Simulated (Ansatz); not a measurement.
Molecular dynamics of ClH₅OW

input.yaml

```yaml
crystal:
  periodic: [false, false, false]
  atoms:
    - { symbol: W, position_ang: [0.215279, 0.138366, -0.301661] }
    - { symbol: H, position_ang: [-0.69121, 0.297242, 1.122623] }
    - { symbol: O, position_ang: [2.036113, -0.323073, -0.157816] }
    - { symbol: H, position_ang: [2.412759, -1.13876, 0.22255] }
    - { symbol: H, position_ang: [0.114097, 1.672062, 0.425005] }
    - { symbol: H, position_ang: [-1.207411, -0.761345, -0.25119] }
    - { symbol: H, position_ang: [0.131327, -1.191962, 0.72007] }
    - { symbol: Cl, position_ang: [-0.513853, 0.35557, -2.469281] }
basis:
  gaussian: { orbitals: def2-SVP }
hamiltonian:
  xc: pbe
  dispersion: d4
md:
  timestep: 0.5
  n_steps: 300
  ensemble: nvt_langevin
  temperature: 300.0
  initial_velocities: maxwell_boltzmann
  seed: 754667
  friction: 0.005
```

Run as:

```bash
$ ansatz run input.yaml --threads 1 --pin off --max-ram 2048MiB --backend cpu --events-out ev --progress --plain --runs-dir out
```

It starts from a relaxed structure.

Output, in part (step lines, the closing report, with atoms numbered from 0):

```
md step     0: t =     0.00 fs  T =   262.5 K  F+E_penalty+E_count = -16465.97985460 eV  E_kin = 0.271446 eV  (31 SCF iters)
[... lines left out ...]
Total energy: -16465.77021206 eV, -605.1058943934 hartree
Atom 0 at     0.257379     0.190054    -0.289469 Å, force    -0.343631     1.426684    -0.863484 eV/Å
Atom 1 at    -0.087445     1.093313     1.113926 Å, force    -0.208103     0.202738    -0.248199 eV/Å
Atom 2 at     1.933555    -0.479168     0.084106 Å, force     0.872684    -1.079268     0.735043 eV/Å
Atom 3 at     2.109588    -1.080697     0.849776 Å, force     0.149245     0.287208    -0.471446 eV/Å
Atom 4 at     0.687685     1.850290    -0.406072 Å, force    -0.253643    -0.329114     0.174660 eV/Å
Atom 5 at    -1.363717    -0.157766     0.081384 Å, force    -0.051384    -0.031097     0.295317 eV/Å
Atom 6 at     0.010449    -0.424805     1.244491 Å, force    -0.218136    -0.356661     0.096529 eV/Å
Atom 7 at    -0.632363    -0.039492    -2.430665 Å, force     0.052969    -0.120490     0.281579 eV/Å
Dipole moment:     0.413633    -0.321143     0.281907 e Å
```

The steps, from the saved trajectory:

```json
{"time (fs)": "0", "T (K)": "262", "potential energy less start (eV)": "0.000"}
{"time (fs)": "5", "T (K)": "195", "potential energy less start (eV)": "0.065"}
{"time (fs)": "10", "T (K)": "141", "potential energy less start (eV)": "0.120"}
{"time (fs)": "15", "T (K)": "155", "potential energy less start (eV)": "0.119"}
{"time (fs)": "20", "T (K)": "158", "potential energy less start (eV)": "0.141"}
{"time (fs)": "25", "T (K)": "133", "potential energy less start (eV)": "0.160"}
{"time (fs)": "30", "T (K)": "168", "potential energy less start (eV)": "0.114"}
{"time (fs)": "35", "T (K)": "218", "potential energy less start (eV)": "0.065"}
{"time (fs)": "40", "T (K)": "206", "potential energy less start (eV)": "0.105"}
{"time (fs)": "45", "T (K)": "228", "potential energy less start (eV)": "0.140"}
{"time (fs)": "50", "T (K)": "154", "potential energy less start (eV)": "0.183"}
{"time (fs)": "55", "T (K)": "110", "potential energy less start (eV)": "0.213"}
{"time (fs)": "60", "T (K)": "124", "potential energy less start (eV)": "0.221"}
{"time (fs)": "65", "T (K)": "145", "potential energy less start (eV)": "0.187"}
{"time (fs)": "70", "T (K)": "174", "potential energy less start (eV)": "0.149"}
{"time (fs)": "75", "T (K)": "222", "potential energy less start (eV)": "0.095"}
{"time (fs)": "80", "T (K)": "225", "potential energy less start (eV)": "0.134"}
{"time (fs)": "85", "T (K)": "164", "potential energy less start (eV)": "0.193"}
{"time (fs)": "90", "T (K)": "189", "potential energy less start (eV)": "0.175"}
{"time (fs)": "95", "T (K)": "201", "potential energy less start (eV)": "0.133"}
{"time (fs)": "100", "T (K)": "168", "potential energy less start (eV)": "0.147"}
{"time (fs)": "105", "T (K)": "211", "potential energy less start (eV)": "0.119"}
{"time (fs)": "110", "T (K)": "241", "potential energy less start (eV)": "0.091"}
{"time (fs)": "115", "T (K)": "225", "potential energy less start (eV)": "0.134"}
{"time (fs)": "120", "T (K)": "180", "potential energy less start (eV)": "0.211"}
{"time (fs)": "125", "T (K)": "179", "potential energy less start (eV)": "0.205"}
{"time (fs)": "130", "T (K)": "221", "potential energy less start (eV)": "0.148"}
{"time (fs)": "135", "T (K)": "190", "potential energy less start (eV)": "0.141"}
{"time (fs)": "140", "T (K)": "200", "potential energy less start (eV)": "0.162"}
{"time (fs)": "145", "T (K)": "125", "potential energy less start (eV)": "0.222"}
{"time (fs)": "150", "T (K)": "153", "potential energy less start (eV)": "0.210"}
```

All steps were run. The mean temperature of the second half is 36 % below the set value. A run of 0.15 ps of so small a system gives no equilibrium averages.

The same pairs are bonded in the first frame and the last. Pairs count as bonded within 1.25 times the sum of covalent radii (0.12 Å more for H–H).

Last frame:

```xyz
8
Properties=species:S:1:pos:R:3
W 0.257 0.190 -0.289
H -0.087 1.093 1.114
O 1.934 -0.479 0.084
H 2.110 -1.081 0.850
H 0.688 1.850 -0.406
H -1.364 -0.158 0.081
H 0.010 -0.425 1.244
Cl -0.632 -0.040 -2.431
```

Time of the run: 13 min on 1 thread of Arm Neoverse V2, with other jobs on the host, peak memory 0.13 GiB.
